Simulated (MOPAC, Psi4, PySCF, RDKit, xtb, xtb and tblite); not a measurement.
Two geometries of SMILES c1ccsc1CB(O)O (C₅H₇BO₂S), singlet, relaxed at GFN2-xTB with one dihedral held; other torsions can differ between them too.

Structure A

```
16

O     -2.1223     0.7113    -1.0924
B     -2.1085     0.0902     0.1104
O     -3.2099    -0.5667     0.5185
C     -0.8339     0.1112     1.1051
C      0.4681     0.0606     0.3903
C      1.3268    -0.9845     0.2581
C      2.4561    -0.6909    -0.5433
C      2.4455     0.5752    -1.0216
S      1.0510     1.4434    -0.4958
H     -1.3193     1.1684    -1.3479
H     -3.9414    -0.5330    -0.0999
H     -0.8882     1.0274     1.6991
H     -0.8942    -0.7272     1.7982
H      1.1628    -1.9394     0.7246
H      3.2403    -1.3979    -0.7482
H      3.1631     1.0682    -1.6460
```

Structure B

```
16

O      2.2072     0.8005    -1.0427
B      2.1100     0.0950     0.1108
O      2.8556    -1.0130     0.2683
C      1.0831     0.4885     1.2968
C     -0.2796     0.7973     0.7887
C     -1.4007     0.0307     0.8396
C     -2.5183     0.6201     0.2015
C     -2.2376     1.8296    -0.3374
S     -0.5941     2.2802    -0.0704
H      1.4800     1.3886    -1.2504
H      3.4468    -1.2018    -0.4622
H      1.4820     1.3616     1.8197
H      1.0187    -0.3261     2.0168
H     -1.4320    -0.9285     1.3246
H     -3.4879     0.1573     0.1521
H     -2.8822     2.4978    -0.8720
```

Which is lower in energy at the level PBE0-D3(BJ)/def2-SVP // GFN2-xTB (Psi4), and by how much?

A is lower, by 0.99 kcal/mol (dihedral H10–O1–B2–O3: 180° in A, 160° in B).

E(B) − E(A) in kcal/mol at the other levels, on the same two geometries: GFN2-xTB (xtb and tblite) 0.99; PBE0/def2-SVP // GFN2-xTB (Psi4) 0.99; PBE/def2-SVP // GFN2-xTB (Psi4) 0.95; PBE-D3(BJ)/def2-SVP // GFN2-xTB (Psi4) 0.95; UFF // GFN2-xTB (RDKit) -1.88; PM6, restricted, heats of formation // GFN2-xTB (MOPAC) 0.66; AM1, restricted, heats of formation // GFN2-xTB (MOPAC) 1.12; GFN1-xTB // GFN2-xTB (xtb) 0.87; restricted B3LYP/6-31G*, spherical d, density fitting // GFN2-xTB (PySCF) 1.00; restricted B3LYP/6-311+G**, spherical d, density fitting // GFN2-xTB (PySCF) 0.98; restricted B3LYP/3-21G, density fitting // GFN2-xTB (PySCF) 0.94; restricted M06-2X/6-31G*, spherical d, density fitting // GFN2-xTB (PySCF) 1.02.
